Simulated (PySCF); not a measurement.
## Two-dimensional NMR puzzle

Compound of formula C₅H₁₅NOSi. Correlations simulated from computed shifts and the bond graph:

HSQC (one-bond C–H):
| δH | δC |
| --- | --- |
| 2.46 | 37.3 |
| 1.06 | 17.6 |
| 0.88 | 16.1 |
| 0.65 | 13.7 |

COSY cross peaks (H two or three bonds apart, from the bond graph; peaks can be absent where the dihedral angle is near 90°):
| δH | δH |
| --- | --- |
| 4.57 | 0.65 |
| 1.06 | 0.65 |
| 0.88 | 0.65 |

HMBC (two and three bonds, from the bond graph):
| δH | δC |
| --- | --- |
| 4.57 | 37.3, 17.6, 16.1, 13.7 |
| 2.46 | 37.3 |
| 1.06 | 16.1, 13.7 |
| 0.88 | 17.6, 13.7 |
| 0.65 | 17.6, 16.1 |

Non-relativistic, gas phase, one computed conformer, one averaged value for each set of equivalent atoms. PBE0-D3(BJ)/def2-SVP geometry; shieldings: GIAO PBE0/pcSseg-1; PySCF.

Scale: 1H and 13C vs TMS (reference shieldings calculated alike).

Exchangeable hydrogens are left out of these lists.

Problem. Work out the connectivity.

Solution. SMILES CC(C)[Si@H](O)N(C)C.

Atoms are numbered as in `[CH3:1][CH:2]([CH3:3])[Si@H:4]([OH:5])[N:6]([CH3:7])[CH3:8]`. Each H is labelled by its parent atom.

1. δC 37.3 is C7/C8, a methyl carbon bonded to N (δH 2.46).
2. δC 17.6 is C1, a methyl carbon (δH 1.06).
3. δC 16.1 is C3, a methyl carbon (δH 0.88).
4. δC 13.7 is C2, an sp3 CH bonded to Si (δH 0.65).
5. COSY links 4.57–0.65, 1.06–0.65, 0.88–0.65.

The shifts were computed for this structure.

OH/NH shifts are gas-phase values; hydrogen bonding in solution moves them, usually downfield. Shifts are as computed. Against solution values, carbons near 30 ppm lie about +2 ppm off and those near 130 ppm about +5 ppm. Of 1309 compounds with measured shifts, 239 miss one by over three times the rms of a fit or turn the order of signals round; such compounds aren't used in these exercises.
